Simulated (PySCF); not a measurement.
PySCF 2.14 output of an unrestricted B97-3 calculation on a single atom or ion in def2-TZVPPD with the def2 core potential (60 electrons) (6s5p3d2f1g, 59 functions), with a scalar-relativistic core potential:

```
SCF conv_tol = 1e-09
number electrons alpha = 10  beta = 5
    T. W. Keal and D. J. Tozer.,  J. Chem. Phys. 123, 121103 (2005)
cycle= 1 E= -90.0317155719166  delta_E= -0.00658  |g|= 0.0172  |ddm|= 0.264
cycle= 2 E= -90.0320939143747  delta_E= -0.000378  |g|= 0.00481  |ddm|= 0.0543
cycle= 3 E= -90.0321779252573  delta_E= -8.4e-05  |g|= 0.00249  |ddm|= 0.0294
cycle= 4 E= -90.0322002472208  delta_E= -2.23e-05  |g|= 0.0011  |ddm|= 0.0154
cycle= 5 E= -90.0322051778405  delta_E= -4.93e-06  |g|= 0.000125  |ddm|= 0.0103
cycle= 6 E= -90.0322052500081  delta_E= -7.22e-08  |g|= 1.03e-05  |ddm|= 0.00134
cycle= 7 E= -90.0322052501556  delta_E= -1.47e-10  |g|= 5.56e-07  |ddm|= 5.97e-05
converged SCF energy = -90.0322052501556  <S^2> = 8.7513854  2S+1 = 6.0004618
```

The run itself started from symmetry-adapted Hartree-Fock orbitals and held the occupation by maximum overlap, on a logarithmic radial grid, so the iterations belong to that start.

Task: Which element, charge and spin multiplicity is this?

Result: Os⁺ (osmium, charge +1), multiplicity 6; the state was [Xe] 4f14 5d6 6p1, one real determinant (an excited configuration).

⟨L²⟩ = 8.10 against 12 for a pure F term, so this real determinant mixes terms. Energies and moments cover only the electrons outside the core potential. Spin-orbit coupling, absent here, splits the open shell strongly.
